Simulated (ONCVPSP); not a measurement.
# ruthenium: variants of one ONCV potential

Base potential:

```json
{
  "Element": "ruthenium (Ru)",
  "Generator": "ONCVPSP 4.0.1",
  "Type": "optimised norm-conserving Vanderbilt (ONCV)",
  "Functional": "PBE",
  "Relativity": "scalar-relativistic",
  "Frozen core": "[Ar] 3d10",
  "Valence charge": "16",
  "Reference configuration": "4s2 4p6 4d7 5s1",
  "Partial waves": "4s+5s: rc 1.60 bohr, ncon 4, nbas 8, qcut 7.5 1/bohr, 2 projectors; 4p: rc 1.10 bohr, ncon 4, nbas 7, qcut 6.4 1/bohr, 2 projectors, debl 4 Ha; 4d: rc 1.50 bohr, ncon 3, nbas 7, qcut 6.9 1/bohr, 2 projectors, debl 1.4 Ha",
  "Local potential": "polynomial inside 0.85 bohr (lpopt 5, dvloc0 1 Ha)",
  "Core correction": "Teter function, fcfact 4.25, rcfact 1.35"
}
```

Cutoffs, loose and tight: the cutoffs (Ha) at which the residual kinetic energy of the hardest occupied pseudo-wave falls to 1 and 0.1 mHa per electron. They do not see the model core or the augmentation charge, which bear on the density cutoff. Test errors are all-electron minus pseudo excitation energies from the reference, over the configurations 4s2 4p6 4d7 5s0; 4s2 4p6 4d6 5s0; 4s2 4p6 4d5 5s0; 4s2 4p6 4d7.5 5s0.5. A dash means not determined; rows that change the core or the reference have their own tests.

```csv
change,outcome,"cutoff, loose","cutoff, tight",bound ghosts,GHOST(+) flags above zero,largest test error (meV)
base,generated,102 Ha,122 Ha,none,"s, d",-4.2
"local potential polynomial inside 0.85 bohr (lpopt 5, dvloc0 1.5 Ha)",generated,102 Ha,122 Ha,none,"s, d",-4.2
"core correction Teter function, fcfact 4.25, rcfact 2.1",generated,102 Ha,122 Ha,none,"s, d",-94
"local potential polynomial inside 0.85 bohr (lpopt 4, dvloc0 -1 Ha)",generated,102 Ha,122 Ha,none,"s, d",-4.1
p: rc 1.4,generated,22 Ha,69 Ha,none,"s, d",-4.0
```

Question: What comes out with this change to the base: functional LDA (Perdew-Wang 92)?

Answer: outcome: generated; cutoff, loose: 101 Ha; cutoff, tight: 122 Ha; bound ghosts: none; GHOST(+) flags above zero: s, d; largest test error (meV): -4.2.
